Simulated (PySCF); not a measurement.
**Radial density of Ru⁺ (ruthenium, charge +1)**

UHF, [Kr] 4d7, high-spin 4F determinant. All numbers are calculated (PySCF 2.14, the spin-free X2C one-electron Hamiltonian (Gaussian nucleus), in aug-cc-pwCVTZ-DK with one added diffuse shell each of s, p, d, f, g type (12s11p9d5f4g, 161 functions)).

| r (bohr) | 4πr²ρ (e/bohr) | 4πr²(ρα − ρβ) |
| --- | --- | --- |
| 0.0281 | 54.58 | -0.0027 |
| 0.0473 | 47.25 | -0.0030 |
| 0.0796 | 63.18 | 0.0231 |
| 0.134 | 62.42 | 0.2015 |
| 0.225 | 45.60 | 0.4778 |
| 0.379 | 49.97 | 0.1595 |
| 0.637 | 15.08 | 0.2947 |
| 1.07 | 13.86 | 2.0649 |
| 1.80 | 4.763 | 1.4134 |
| 3.03 | 0.5760 | 0.2002 |
| 5.10 | 0.01676 | 0.0033 |
| 8.58 | 3.603e-05 | 0.0000 |

Densities and radii are taken from the X2C orbitals without a picture-change correction, which distorts them close to the nucleus.

Problem. Where is the radial spin density 4πr²(ρα − ρβ) most negative, and why is it negative at all?

Solution. Around r = 0.0473 bohr, down to -0.0030 e/bohr: exchange with the open shell polarises the paired shells in an unrestricted calculation.
